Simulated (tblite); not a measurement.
Species: C₃H₁₀BBrN₂.
SMILES with atom numbers: `[CH2:1]=[N:2][B@@H-:3]([Br:4])[NH+:5]([CH3:6])[CH3:7]` (hydrogens: H8, H9 on C1; H10 on B3; H11 on N5; H12, H13, H14 on C6; H15, H16, H17 on C7)
Bond orders are those of one Lewis drawing.

Computed with GFN2-xTB (tblite), gas phase: L-BFGS steps from a force-field or distance-geometry start until the largest atomic force falls under 0.01 eV/Å.

The end geometry, which sets the zero of energy:
```
atom  x, y, z in Å
C1      2.8505    0.4044    0.2681
N2      1.7077    0.3025   -0.2202
B3      0.6917   -0.7379    0.0043
Br4     0.6664   -1.5880    1.8224
N5     -0.7352    0.0846   -0.1238
C6     -1.9165   -0.7778   -0.1078
C7     -0.8503    1.1612    0.8633
H8      3.2801   -0.2852    1.0076
H9      3.4914    1.2283   -0.0367
H10     0.6981   -1.5658   -0.8499
H11    -0.6424    0.5137   -1.0435
H12    -2.8277   -0.1952   -0.2534
H13    -1.8379   -1.5275   -0.8929
H14    -1.9703   -1.2885    0.8539
H15     0.0427    1.7822    0.8129
H16    -1.7338    1.7731    0.6749
H17    -0.9216    0.7278    1.8605
```

Question: These geometries come from the run, each turned onto the end geometry. Order them by energy, lowest first.
A.
```
atom  x, y, z in Å
C1      2.8724    0.2375    0.4210
N2      1.6943    0.5828    0.1677
B3      0.7328   -0.5067   -0.1449
Br4     0.7820   -1.9042    1.3477
N5     -0.8109    0.1496   -0.1835
C6     -1.7865   -0.8722    0.1781
C7     -1.0127    1.3446    0.6453
H8      3.1960   -0.8096    0.4050
H9      3.6268    0.9625    0.6852
H10     0.8764   -1.0081   -1.2192
H11    -0.9745    0.3947   -1.1606
H12    -2.8087   -0.5119    0.0969
H13    -1.6259   -1.7816   -0.3973
H14    -1.6072   -1.1238    1.2155
H15    -0.0403    1.7859    0.8541
H16    -1.6653    2.0610    0.1475
H17    -1.4556    1.0114    1.5813
```
B.
```
atom  x, y, z in Å
C1      2.8463    0.4029    0.2866
N2      1.7137    0.3044   -0.2260
B3      0.6941   -0.7349   -0.0140
Br4     0.6729   -1.6156    1.7913
N5     -0.7318    0.0842   -0.1302
C6     -1.9163   -0.7736   -0.0971
C7     -0.8456    1.1620    0.8555
H8      3.2520   -0.2818    1.0429
H9      3.5014    1.2155   -0.0149
H10     0.6984   -1.5494   -0.8801
H11    -0.6450    0.5062   -1.0538
H12    -2.8216   -0.1877   -0.2648
H13    -1.8402   -1.5456   -0.8597
H14    -1.9799   -1.2570    0.8781
H15     0.0173    1.8195    0.7660
H16    -1.7624    1.7339    0.7038
H17    -0.8602    0.7290    1.8560
```
C.
```
atom  x, y, z in Å
C1      2.8879    0.3933    0.4125
N2      1.6825    0.3426    0.1028
B3      0.7130   -0.7343   -0.0528
Br4     0.6236   -2.0808    1.4174
N5     -0.7742    0.0697   -0.1157
C6     -1.9277   -0.8046    0.0693
C7     -0.8715    1.2650    0.7235
H8      3.5022   -0.4661    0.7176
H9      3.3918    1.3604    0.3642
H10     0.8222   -1.2848   -1.1052
H11    -0.7512    0.3762   -1.0843
H12    -2.8549   -0.2921   -0.1860
H13    -1.8261   -1.6958   -0.5458
H14    -1.9584   -1.1128    1.1114
H15     0.0739    1.8009    0.6697
H16    -1.6854    1.9075    0.3884
H17    -1.0548    0.9677    1.7528
```
D.
```
atom  x, y, z in Å
C1      2.8181    0.4134    0.3265
N2      1.6839    0.3464   -0.1883
B3      0.6859   -0.7304   -0.0340
Br4     0.6600   -1.6788    1.7341
N5     -0.7466    0.0796   -0.1402
C6     -1.9256   -0.7809   -0.0758
C7     -0.8124    1.1723    0.8320
H8      3.2336   -0.3459    1.0065
H9      3.4597    1.2643    0.1035
H10     0.7134   -1.5195   -0.9232
H11    -0.6792    0.4849   -1.0729
H12    -2.8356   -0.2240   -0.3031
H13    -1.8206   -1.5974   -0.7878
H14    -1.9992   -1.2052    0.9250
H15     0.0369    1.8318    0.6666
H16    -1.7384    1.7358    0.7307
H17    -0.7412    0.7655    1.8403
```
E.
```
atom  x, y, z in Å
C1      2.9107    0.2814    0.4166
N2      1.7170    0.5193    0.1334
B3      0.7488   -0.5753   -0.1132
Br4     0.8157   -1.9786    1.2853
N5     -0.8073    0.1052   -0.0922
C6     -1.8705   -0.8756    0.1588
C7     -0.9784    1.3430    0.6868
H8      3.3641   -0.7185    0.5010
H9      3.5823    1.1038    0.6132
H10     0.8206   -1.0763   -1.1961
H11    -0.8482    0.3717   -1.0710
H12    -2.8648   -0.4754   -0.0481
H13    -1.7322   -1.7619   -0.4591
H14    -1.8241   -1.2038    1.1966
H15     0.0044    1.8116    0.7780
H16    -1.6616    2.0265    0.1760
H17    -1.3836    1.1147    1.6736
```

Answer: B (0.002 eV), D (0.014 eV), C (0.133 eV), E (0.265 eV), A (0.451 eV).

In the order of the answer:

```tsv
step	E above end (eV)	largest force (eV/Å)	rms force component (eV/Å)	rms distance from end (Å)	rms bond change (Å)	bond most changed (Å)
78	0.002	0.03	0.013	0.036	0.001	B3–N5 -0.004
55	0.014	0.11	0.034	0.098	0.002	N2–B3 +0.005
28	0.133	0.20	0.065	0.309	0.011	B3–N5 +0.040
14	0.265	0.29	0.099	0.452	0.014	B3–N5 +0.047
5	0.451	0.37	0.153	0.514	0.013	B3–Br4 +0.038
```

The cost below is that of the whole relaxation. Time: 1.1 s. Hardware: Arm Neoverse N1, one thread, no GPU, shared host.
